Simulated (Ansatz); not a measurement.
`C[CH2][AlH][AlH2]` + `N=C=O` → `O=C=[N][AlH2]` + `C[CH2][AlH2]` at 400 K and 1 bar (cleavage of the Al–Al bond).

Program: Ansatz. Geometries: PBE0-D4/def2-TZVP. ΔE: electronic, gas phase. CBS: MP2 limit from def2 TZ/QZ plus the TZ coupled-cluster correction, frozen cores. This one scheme is used for every species. One conformer a species, not always the lowest.

```
            species  CCSD(T)/CBS energy (Eh)  H − E (kJ/mol)  S (J/(mol·K))
`C[CH2][AlH][AlH2]`               -564.91212           258.4          412.8
            `N=C=O`               -168.51995            72.4          252.4
    `O=C=[N][AlH2]`               -411.17628            95.1          322.6
     `C[CH2][AlH2]`               -322.31200           229.7          336.1
```

H − E and S are ideal-gas, rigid-rotor, harmonic terms from PBE0-D4/def2-TZVP, for one conformer and one mirror image of each species. 1 Eh = 2625.50 kJ/mol, R = 8.31446 J/(mol·K).

By hand: ΔE, ΔH, ΔS and ΔG.

ΔE = (-411.17628) + (-322.31200) − (-564.91212) − (-168.51995) = -0.05621 Eh = -147.6 kJ/mol. Δ(H − E) = 95.1 + 229.7 − 258.4 − 72.4 = -6.0, so ΔH = -153.6 kJ/mol. ΔS = 322.6 + 336.1 − 412.8 − 252.4 = -6.5 J/(mol·K). ΔG = -153.6 − 400 × (-6.5)/1000 = -151.0 kJ/mol.

By hand: the equilibrium constant, and the temperature at which ΔG would vanish if ΔH and ΔS stayed fixed.

log₁₀ K = −ΔG/(RT ln 10) = 19.7. ΔG = 0 at ΔH/ΔS = 23631 K, far beyond where these terms or the molecules hold.

The number of gas molecules stays the same, so ΔS is small and ΔH decides. A doubt of 5 kJ/mol in ΔE shifts log₁₀ K by 0.7 here. Other conformers and mirror images would add mixing entropy, several J/(mol·K) or more a flexible species. Modes under 60 cm⁻¹, often nearly free rotors, make the harmonic entropy too high. These are equilibria of isolated gas molecules and say nothing of rates. Largest T1 diagnostic: 0.018 (customary marks: 0.02 for closed shells, 0.045 for open ones).
